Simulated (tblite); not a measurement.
Input of a run (GFN2-xTB geometry optimisation, gas phase (tblite 0.8.0)), started from a force field or distance geometry:
```
{"job": {"kind": "relax", "xc": "GFN2-xTB", "basis": "xTB"}, "charge": 0, "multiplicity": 1}
O      3.220200    -0.040100    -0.300300
C      2.008400    -0.050700    -0.204100
C      0.918800    -1.022700    -0.271600
C     -0.022600    -0.057000    -0.020400
Si    -1.867800     0.018300     0.178300
C      0.975900     0.990300     0.092500
O      1.040300     2.176500     0.307500
H      0.855800    -2.082500    -0.465300
H     -2.436000    -1.336600    -0.029500
H     -2.451900     0.926500    -0.842300
H     -2.235500     0.480500     1.529200
```

Output (eV, eV/Å):
```
step      E/eV     max force
  0    -554.12562    2.899
  1    -554.13704    3.735
  2    -554.25021    0.479
  3    -554.26254    0.336
  4    -554.27499    0.317
  5    -554.28078    0.277
  6    -554.28830    0.245
  7    -554.29136    0.133
  8    -554.29254    0.093
  9    -554.29335    0.080
 10    -554.29401    0.078
 11    -554.29432    0.072
 12    -554.29450    0.051
 13    -554.29465    0.041
 14    -554.29498    0.042
 15    -554.29516    0.041
 16    -554.29530    0.026
 17    -554.29534    0.019
 18    -554.29536    0.014
 19    -554.29538    0.011
 20    -554.29539    0.012
 21    -554.29541    0.011
 22    -554.29542    0.012
 23    -554.29543    0.009
```

Question: Summarise the run.

Answer: The energy falls by 3.9 kcal/mol over 23 L-BFGS steps, the largest force on an atom goes from 2.90 to 0.009 eV/Å, and the atoms move by 0.050 Å rms after alignment. The bond that changes most is C2–C6 (both ends ring carbonyl carbon), which lengthens by 0.052 Å. Bonds longer at the end by more than 0.005 Å: 4 of 11; shorter: 6. Among the angles that change most is C2–C6–O7, from 133.0° to 137.7°. The energy never rose by more than 1e-5 eV on the way. The first step brought 7 % of the lowering.

Question: What are the final bond lengths?

Answer: O1=C2 1.195 Å, C2–C3 1.484 Å, C3–C4 1.360 Å, C4–Si5 1.884 Å, C4–C6 1.499 Å, C6=O7 1.193 Å, C2–C6 1.548 Å, C3–H8 1.075 Å, Si5–H9 1.462 Å, Si5–H10 1.461 Å, Si5–H11 1.461 Å. Numbering counts from 1 in the input's order; the species is `O=c1cc([SiH3])c1=O`.

Its GFN2-xTB frequencies are all real (lowest 22 cm⁻¹). 2 starts were optimised and ended at 0.00 and 0.10 kcal/mol (GFN2-xTB); the lowest of these is shown.

These are computed values.
